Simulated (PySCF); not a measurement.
## Electron correlation in Ni (nickel, neutral)

[Ar] 3d8 4s2, high-spin 3F determinant. Calculation: PySCF 2.14, in jorge-DZP-DKH (8s6p2d1f, 43 functions); the spin-free X2C one-electron Hamiltonian (Gaussian nucleus). Frozen: [Ar]; 10 electrons correlated.

MP2 pair energies summed by pair of shells (mhartree):

| pair | energy | share (%) |
| --- | --- | --- |
| 3d-3d | -163.51 | 80.2 |
| 3d-4s | -22.07 | 10.8 |
| 4s-4s | -18.42 | 9.0 |

Total MP2 correlation energy: -204.00 mhartree.

Same-spin part -72.37 and opposite-spin part -131.62 mhartree; SCS-MP2 scales them by 1/3 and 6/5 to -182.07 mhartree.
